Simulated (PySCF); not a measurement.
Cu: electron affinity

Cu- [Ar] 3d10 4s2 (1S) → Cu [Ar] 3d10 4s1 (2S), as a difference of total energies. All numbers are calculated (PySCF 2.14, scalar relativity by spin-free X2C-1e, in aug-cc-pwCVTZ-DK with one added diffuse shell each of s, p, d, f, g type (11s10p8d5f4g, 152 functions)). Correlated levels: valence: [Ar] frozen; valence and next inner shell: [Ne] frozen; nothing frozen. The calculations carry no spin-orbit coupling.

```csv
method,electron affinity (eV),error (eV)
UHF,0.018,-1.218
LDA,1.601,+0.365
PBE,1.394,+0.158
PBE0,1.089,-0.147
r2SCAN,1.249,+0.013
MP2 (valence),0.903,-0.333
SCS-MP2 (valence),0.947,-0.289
MP2 (valence and next inner shell),0.928,-0.308
SCS-MP2 (valence and next inner shell),0.964,-0.272
MP2 (all electrons),0.927,-0.309
SCS-MP2 (all electrons),0.964,-0.272
```

Reference: 1.236 eV (measured; photodetachment measurements, as compiled on the Wikipedia data page of electron affinities).

In the anion the highest occupied orbital energy is positive at LDA, PBE, PBE0, r2SCAN, a self-interaction effect; the basis confines that electron, and the energy difference can still be sensible.
